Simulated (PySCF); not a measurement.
PySCF 2.14 output of a UHF calculation on a single atom or ion in cc-pVDZ-DK, with scalar relativity by spin-free X2C-1e:

```
SCF conv_tol = 1e-09
number electrons alpha = 8  beta = 6
cycle= 1 E= -458.184722944013  delta_E= -0.0045  |g|= 0.0264  |ddm|= 0.0877
cycle= 2 E= -458.185171842156  delta_E= -0.000449  |g|= 0.00838  |ddm|= 0.0279
cycle= 3 E= -458.185222384744  delta_E= -5.05e-05  |g|= 0.000123  |ddm|= 0.0132
cycle= 4 E= -458.185222394713  delta_E= -9.97e-09  |g|= 1.11e-05  |ddm|= 0.000544
cycle= 5 E= -458.1852223948  delta_E= -8.67e-11  |g|= 1.18e-06  |ddm|= 8.53e-05
converged SCF energy = -458.1852223948  <S^2> = 2.0075061  2S+1 = 3.0049999
```

The run itself started from symmetry-adapted Hartree-Fock orbitals and held the occupation by maximum overlap, so the iterations belong to that start.

**Question.** Which element, charge and spin multiplicity is this?

**Answer.** Cl³⁺ (chlorine, charge +3), multiplicity 3; the state was [Ne] 3s2 3p2, high-spin 3P determinant.
